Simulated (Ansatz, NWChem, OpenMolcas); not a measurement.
**A ladder of methods for GaH2O2 (SMILES [OH][Ga][OH])**

GaH2O2: 5 atoms, total charge 0, spin state doublet. As SMILES, `[OH][Ga][OH]`. Geometry: relaxed at PBE0-D4/def2-TZVP. This is one conformer, not always the lowest.

Each level gives the vertical electron affinity (to the singlet anion) (eV). The values are calculated.

The electron affinity is E(neutral) − E(anion): positive where the electron is bound.

| level | kind | program | value (eV) | CPU time (all runs) |
| --- | --- | --- | --- | --- |
| USVWN5/def2-SVPD | LDA | Ansatz | 1.85 | 5.5 s |
| UM06-L/def2-SVPD | meta-GGA | OpenMolcas | 1.48 | 77 s |
| UBHLYP/def2-SVPD | global hybrid | Ansatz | 1.52 | 12 s |
| UPBE0/def2-SVPD | global hybrid | NWChem | 1.54 | 61 s |
| U-wB97M-V/def2-SVPD | range-separated hybrid | Ansatz | 1.64 | 66 s |
| UPBE-QIDH/def2-SVPD | double hybrid | Ansatz | 1.45 | 15 s |
| RPA@PBE0/def2-SVPD | RPA | Ansatz | 1.57 | 20 s |
| UBCCD(T)/def2-SVPD | coupled cluster or CI | Ansatz | 1.49 | 1.8 min |

All-electron rows without a relativistic Hamiltonian named are non-relativistic. Where it was recorded, the anion's HOMO is positive in USVWN5/def2-SVPD, UM06-L/def2-SVPD: a fault of the level (basis or self-interaction), which says nothing on whether the real anion is bound. The values span 1.45 to 1.85 eV. In the correlated wave-function rows the outer d shell of Ga is correlated, in sets not made for it. CPU times are rough (shared hosts, several kinds of processor and program).
